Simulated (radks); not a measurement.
Spherical jellium clusters: N electrons in a uniform positive sphere of charge N and radius rs N^(1/3), rs = 2.47 bohr. Method: non-relativistic Kohn-Sham, LDA (Slater exchange, Perdew-Wang correlation), spin-polarised, spherical densities; computed with a radial shooting solver with Libxc functionals. Levels are named by radial order and angular momentum (1s, 1p, 1d, 2s, ...), and open shells are averaged over m.

N = 32, configuration 1s2 1p6 1d10 2s2 1f(up 7, down 5). This is the lowest configuration that the search found. Occupied and some empty levels:

| level | occupation | eigenvalue (eV) | <r> (bohr) |
|---|---|---|---|
| 1s up | 1 | -10.075 | 4.369 |
| 1s down | 1 | -9.9874 | 4.309 |
| 1p up | 3 | -8.2381 | 5.464 |
| 1p down | 3 | -8.1016 | 5.434 |
| 1d up | 5 | -6.1550 | 6.221 |
| 1d down | 5 | -5.9963 | 6.214 |
| 2s up | 1 | -5.6902 | 5.359 |
| 2s down | 1 | -5.5945 | 5.396 |
| 1f up | 7 | -3.8479 | 6.884 |
| 1f down | 5 | -3.6852 | 6.898 |
| 2p up | 0 | -3.1251 | 6.503 |
| 2p down | 0 | -3.0394 | 6.536 |
| 1g up | 0 | -1.4014 | 7.646 |
| 1g down | 0 | -1.2512 | 7.696 |
| 2d up | 0 | -0.94121 | 8.738 |
| 2d down | 0 | -0.87166 | 8.850 |

Energy (eV): total -35.3313, kinetic 135.41, external -4160.7, Hartree 2033.9, exchange-correlation -175.95, background 2132.0.
